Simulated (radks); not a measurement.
The numbers below are computed, except where a source is named.
Effect of the nuclear size on neutral silver, [Kr] 4d10 5s1. Level of theory: Dirac Kohn-Sham, relativistic LDA (MacDonald-Vosko exchange, VWN5 correlation), spin-unpolarised, spherical densities, finite nucleus; Fermi nuclear charge, rms radius 4.5454 fm (a radial shooting solver on a logarithmic mesh with Libxc functionals). The rms radius is varied about that value; shifts are against it.

rms radius (fm)  total energy shift (eV)  density at nucleus (e/bohr^3)  1s1/2 shift (meV)  2s1/2 shift (meV)  3p1/2 shift (meV)  4s1/2 shift (meV)  4p1/2 shift (meV)  5s1/2 shift (meV)
3.8681                            -0.772                      1.473e+05               -323              -36.2              0.409              -1.28              0.077             -0.069
4.159                             -0.454                      1.458e+05               -190              -21.3              0.241             -0.751              0.045             -0.040
4.5454                                 0                      1.441e+05              0.000              0.000              0.000              0.000              0.000              0.000
4.8954                             0.441                      1.427e+05                185               20.7             -0.234              0.730             -0.044              0.039
5.1272                             0.749                      1.418e+05                314               35.1             -0.397               1.24             -0.075              0.067

Slopes of the eigenvalues against <r^2> in GHz/fm^2, as finite differences over the two radii next to the reference (eigenvalue slopes, not the field-shift constants of lines): 1s1/2 13600, 2s1/2 1520, 3p1/2 -17.2, 4s1/2 53.7, 4p1/2 -3.25, 5s1/2 2.89.
